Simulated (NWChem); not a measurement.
System: PbIBr, singlet; SMILES [Br][Pb][I]

Here is an NWChem input.

```
start job
memory heap 200 mb stack 900 mb global 1100 mb
geometry units angstroms noautoz
  Pb     0.847199     0.429189     0.000000
  Br    -1.179254     2.140159     0.000000
  I     -0.504461    -2.082400     0.000000
end
basis spherical
  * library def2-svp
end
ecp
  I library def2-ecp
  Pb library def2-ecp
end
dft
  xc pw6b95
  iterations 150
  mulliken
end
task dft energy
```

Low-valent species are run as closed-shell singlets; no triplet was tried in these runs. Geometry: optimised at PBE-D3(BJ)/def2-SVP. def2 effective core potentials on I, Pb; no spin-orbit coupling.

Question: Give the results of this calculation. (PW6B95/def2-SVP with def2 effective core potentials on I, Pb.) Quantities: energy (Ha); highest occupied level (eV); orbital gap (eV); dipole (D).

Answer: energy (Ha): -3065.94
highest occupied level (eV): -7.30
orbital gap (eV): 4.05
dipole (D): 4.22
